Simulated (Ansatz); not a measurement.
Reaction (ligand exchange at the Si–C bond): `C/C=C\[SiH2]Cl` + `N[SiH](O)O` → `O[SiH](O)N[SiH2]Cl` + propene

Program: Ansatz. Geometries: PBE0-D4/def2-TZVP. ΔE: electronic, gas phase. CBS: MP2 limit from def2 TZ/QZ plus the TZ coupled-cluster correction, frozen cores. This one scheme is used for every species. DFT in def2-TZVPP. B3LYP here is the variant with VWN-RPA as its local correlation; programs differ in this. One conformer a species, not always the lowest.

`C/C=C\[SiH2]Cl`:

Z-matrix (Å, degrees):
```
C
C 1 1.487
H 1 1.091 2 112.8
H 1 1.095 2 110.2 3 -120.6
H 1 1.094 2 110.7 3 121.8
C 2 1.335 1 126.4 3 3.0
H 2 1.090 1 115.0 3 -177.8
Si 6 1.850 2 125.3 1 -1.4
H 6 1.088 2 117.6 1 178.6
Cl 8 2.067 6 111.2 2 73.2
H 8 1.482 6 109.8 2 -168.5
H 8 1.483 6 112.6 2 -45.8
```

`N[SiH](O)O`:

```xyz
9

N     1.022    0.457    0.575
Si   -0.245    0.065   -0.512
O    -1.643    0.579    0.171
O    -0.140   -1.543   -0.815
H     1.952    0.111    0.401
H     1.055    1.374    0.991
H    -0.239    0.690   -1.848
H    -1.771    0.387    1.102
H     0.010   -2.119   -0.064
```

`O[SiH](O)N[SiH2]Cl`:

```xyz
12

O     1.873    1.275    1.152
Si    1.139   -0.100    0.676
O     1.557   -0.369   -0.884
N    -0.589   -0.044    0.713
Si   -1.640    0.030   -0.631
Cl   -1.509   -1.685   -1.794
H     1.802    2.044    0.586
H     1.609   -1.120    1.635
H     1.108   -1.073   -1.358
H    -1.029   -0.214    1.607
H    -3.036    0.123   -0.153
H    -1.287    1.132   -1.549
```

`C=CC`:

Cartesian coordinates in Å:
```
C -0.552 -1.103 -0.631
C -0.325 0.182 -0.397
C 0.572 0.713 0.667
H -0.079 -1.879 -0.036
H -1.217 -1.427 -1.423
H -0.822 0.923 -1.020
H 1.372 1.324 0.237
H 0.022 1.360 1.358
H 1.029 -0.093 1.244
```

```json
{"level": "PBE-D4", "ΔE (kJ/mol)": "-61.9", "difference from CCSD(T)/CBS": "7.5"}
{"level": "r2SCAN-D4", "ΔE (kJ/mol)": "-68.4", "difference from CCSD(T)/CBS": "1.0"}
{"level": "PBE0-D4", "ΔE (kJ/mol)": "-65.2", "difference from CCSD(T)/CBS": "4.2"}
{"level": "B3LYP-D4", "ΔE (kJ/mol)": "-70.4", "difference from CCSD(T)/CBS": "-1.0"}
{"level": "B2PLYP", "ΔE (kJ/mol)": "-69.4", "difference from CCSD(T)/CBS": "0.0"}
{"level": "PBE", "ΔE (kJ/mol)": "-60.2", "difference from CCSD(T)/CBS": "9.2"}
{"level": "r2SCAN", "ΔE (kJ/mol)": "-68.0", "difference from CCSD(T)/CBS": "1.4"}
{"level": "B3LYP", "ΔE (kJ/mol)": "-67.7", "difference from CCSD(T)/CBS": "1.7"}
{"level": "MP2/def2-TZVPP", "ΔE (kJ/mol)": "-69.5", "difference from CCSD(T)/CBS": "-0.1"}
{"level": "SCS-MP2/def2-TZVPP", "ΔE (kJ/mol)": "-70.7", "difference from CCSD(T)/CBS": "-1.3"}
{"level": "CCSD/def2-TZVPP", "ΔE (kJ/mol)": "-71.0", "difference from CCSD(T)/CBS": "-1.6"}
{"level": "CCSD(T)/def2-TZVPP", "ΔE (kJ/mol)": "-69.9", "difference from CCSD(T)/CBS": "-0.5"}
{"level": "HF/def2-QZVPP", "ΔE (kJ/mol)": "-77.7", "difference from CCSD(T)/CBS": "-8.3"}
{"level": "MP2/def2-QZVPP", "ΔE (kJ/mol)": "-69.5", "difference from CCSD(T)/CBS": "-0.1"}
{"level": "HF/CBS(def2)", "ΔE (kJ/mol)": "-77.8", "difference from CCSD(T)/CBS": "-8.4"}
{"level": "CCSD/CBS(def2)", "ΔE (kJ/mol)": "-70.6", "difference from CCSD(T)/CBS": "-1.2"}
{"level": "CCSD(T)/CBS", "ΔE (kJ/mol)": "-69.4", "difference from CCSD(T)/CBS": "0"}
```

Largest T1 diagnostic among the species: 0.011.

In def2-TZVPP, CCSD(T) changes the Hartree–Fock value by +7.3 kJ/mol (the triples alone add +1.1 kJ/mol) and MP2 by +7.6 kJ/mol. From PBE to PBE0 (25 % exact exchange), in def2-TZVPP and without D4, ΔE moves by −3.5 kJ/mol.

CCSD(T)/CBS has its own doubt, a few kJ/mol and more with outer-core shells, so smaller differences from it don't rank the levels.
